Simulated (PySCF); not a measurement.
A structure optimised at B3LYP-D3(BJ)/def2-SVPD, used in a PySCF frequency run:

```xyz
7

Ta     0.0000     0.0000     0.0000
F      0.0000     1.9329     0.0000
F      0.0000    -1.9329     0.0000
F      0.0000     0.0000    -1.9329
F      1.9329     0.0000     0.0000
F     -1.9329     0.0000     0.0000
F      0.0000     0.0000     1.9329
```
Charge -1, spin multiplicity 1.

**Question.** Write its SMILES, formula and point group.

**Answer.** [F][Ta-]([F])([F])([F])([F])[F], F6Ta, Oh

**Question.** What are its rotational constants (standard atomic weights)?

**Answer.** 1.7801, 1.7801, 1.7801 GHz
